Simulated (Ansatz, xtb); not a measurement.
**Relative energy of two isomers of H4Se2Si**

We compare a, `[SeH][SiH2][SeH]`, a singlet, with b, `[SiH3][Se][SeH]`, a singlet. Both are isolated molecules in the gas phase, relaxed with PBE0-D4/def2-SVP; the shapes shown needn't be the lowest conformers.

a (Å):

```json
{"atom": "Se", "x (Å)": "1.4109", "y (Å)": "0.5212", "z (Å)": "-1.7706"}
{"atom": "Se", "x (Å)": "2.4276", "y (Å)": "0.8803", "z (Å)": "1.7705"}
{"atom": "Si", "x (Å)": "2.5391", "y (Å)": "1.8425", "z (Å)": "-0.2995"}
{"atom": "H", "x (Å)": "0.1480", "y (Å)": "0.6401", "z (Å)": "-1.0239"}
{"atom": "H", "x (Å)": "3.9223", "y (Å)": "1.8945", "z (Å)": "-0.8543"}
{"atom": "H", "x (Å)": "1.9862", "y (Å)": "3.2258", "z (Å)": "-0.2109"}
{"atom": "H", "x (Å)": "2.6664", "y (Å)": "2.1587", "z (Å)": "2.4628"}
```

b (Å):

```yaml
atoms:
  - { symbol: Se, position_ang: [1.6362, 2.7676, 0.9850] }
  - { symbol: Se, position_ang: [3.1601, 1.4030, 2.1409] }
  - { symbol: Si, position_ang: [2.0013, 1.7871, -1.0552] }
  - { symbol: H, position_ang: [1.6068, 0.3487, -1.0181] }
  - { symbol: H, position_ang: [3.4353, 1.9082, -1.4442] }
  - { symbol: H, position_ang: [1.1385, 2.5273, -2.0261] }
  - { symbol: H, position_ang: [2.1920, 0.3405, 2.4741] }
```

Quicker runs give these differences E(b) − E(a): GFN2-xTB −20.7 kJ/mol; HF/STO-3G +24.5 kJ/mol (at GFN2-xTB geometries); r2SCAN-D4/def2-SVP +50.3 kJ/mol (at GFN2-xTB geometries).

Problem. Which of the two would you expect CCSD(T)/def2-SVP + ΔMP2/def2-TZVPP electronic energies to favour?

Solution. Structure a; the calculation gives E(b) − E(a) = +59.3 kJ/mol.

How the difference moves with the method:

| level | geometry | E(b) − E(a) (kJ/mol) | departure from the last row (kJ/mol) | job, with rough time for the two |
| --- | --- | --- | --- | --- |
| GFN2-xTB | GFN2-xTB | −20.7 | −79.9 | optimisation, 0.19 s |
| HF/STO-3G | GFN2-xTB | +24.5 | −34.8 | single point, 0.54 s |
| r2SCAN-D4/def2-SVP | GFN2-xTB | +50.3 | −9.0 | single point, 3.9 s |
| PBE0-D4/def2-SVP | PBE0-D4/def2-SVP | +58.8 | −0.5 | optimisation, 50 s |
| HF/def2-SVP | PBE0-D4/def2-SVP | +59.2 | 0.0 | part of the CCSD(T) run |
| MP2/def2-SVP | PBE0-D4/def2-SVP | +63.8 | +4.5 | part of the CCSD(T) run |
| CCSD(T)/def2-SVP | PBE0-D4/def2-SVP | +59.1 | −0.2 | single point |
| CCSD(T)/def2-SVP + ΔMP2/def2-TZVPP | PBE0-D4/def2-SVP | +59.3 |  | single point, 26 s |

As drawn, b has 1 Se–Se, 1 Si–H in place of 1 Se–Si, 1 Se–H.

GFN2-xTB puts the two in the other order. The largest departure from CCSD(T)/def2-SVP + ΔMP2/def2-TZVPP is that of GFN2-xTB, 79.9 kJ/mol. The last row adds to CCSD(T) the change of the MP2 difference between the two basis sets, here +0.2 kJ/mol.

With harmonic frequencies from PBE0-D4/def2-SVP (ideal gas, rigid rotor, one conformer each, 298.15 K, 1 atm): the zero-point term adds +0.8 kJ/mol; ΔH is +59.8 and ΔG +60.9 kJ/mol.

The correlated steps freeze 23 core orbitals; the filled d shell of Se is correlated, in a basis made for valence electrons. Codes used: Ansatz 0.2.0, xtb 6.7.1; the last row on 2 threads of Arm Neoverse V1 on a shared host.
